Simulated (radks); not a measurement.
Q: These are the eigenvalues of the occupied orbitals of an atom or ion with whole-number occupations (hartree). Method: scalar-relativistic Kohn-Sham, PBEsol, spin-polarised, spherical densities, point nucleus; computed with a radial shooting solver on a logarithmic mesh with Libxc functionals.

1s up: -930.8585
1s down: -930.8484
2s up: -137.4471
2s down: -137.4406
2p up: -123.3611
2p down: -123.3517
3s up: -25.55655
3s down: -25.54613
3p up: -20.92974
3p down: -20.91814
3d up: -13.62521
3d down: -13.61340
4s up: -3.91086
4s down: -3.86726
4p up: -2.55943
4p down: -2.51796
4d up: -0.63647
4d down: -0.59923
5s up: -0.37447
5d up: -0.02849

Which element is it, and in what charge state? The configuration may be excited. Open shells, if any, are filled with parallel spins first.

A: Z = 47, silver, charge 0: Ag in [Ar] 3d10 4s2 4p5 4d10 5s1 5d1. The list shows which subshells hold electrons but not how many an open one holds; the 1s level, -930.86 hartree, gives Z - s = 43.1 by -(Z - s)^2/2, which with screening and relativity narrows Z to a few neighbours, and the depths of the outer levels then fix element, charge and occupations together.
